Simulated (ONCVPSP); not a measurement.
# Transferability test, ONCV potential for antimony (Sb)

* Element: antimony (Sb)
* Generator: ONCVPSP 4.0.1
* Type: optimised norm-conserving Vanderbilt (ONCV)
* Functional: PBEsol
* Relativity: scalar-relativistic
* Frozen core: [Kr]
* Valence charge: 15
* Reference configuration: 4d10 5s2 5p3
* Partial waves: 5s: rc 2.05 bohr, ncon 4, nbas 8, qcut 3.1 1/bohr, 3 projectors, debl 0.5 Ha; 5p: rc 2.20 bohr, ncon 3, nbas 7, qcut 4.3 1/bohr, 1 projector; 4d: rc 1.20 bohr, ncon 4, nbas 8, qcut 11 1/bohr, 2 projectors, debl 2.7 Ha; f scattering state at 0.12 Ha: rc 1.90 bohr, ncon 3, nbas 8, qcut 6.5 1/bohr, 2 projectors, debl 1.9 Ha
* Local potential: polynomial inside 1.15 bohr (lpopt 4, dvloc0 2 Ha)
* Core correction: Teter function, fcfact 5.5, rcfact 1.55

Energies are relative to the spin-unpolarised reference configuration 4d10 5s2 5p3; without spin polarisation the order of configurations can differ from experiment.

(1) Give the all-electron excitation energy and the error of the potential for: 4d10 5s2 5p2; 4d10 5s2 5p1; 4d10 5s2 5p0; 4d10 5s1 5p4.

Note: ghosts flagged at negative energy: s at -304.4 eV; GHOST(+) flagged for p at 12.6 eV, s at 28.7 eV. A true bound ghost makes a file unfit for plane-wave use.

Results:

(1)

| valence configuration | charge | ΔE all-electron (eV) | error AE − PS (meV) |
| --- | --- | --- | --- |
| 4d10 5s2 5p2 | +1 | 8.344 | +3.0 |
| 4d10 5s2 5p1 | +2 | 24.357 | +11 |
| 4d10 5s2 5p0 | +3 | 48.802 | -18 |
| 4d10 5s1 5p4 | 0 | 8.142 | -1.1 |
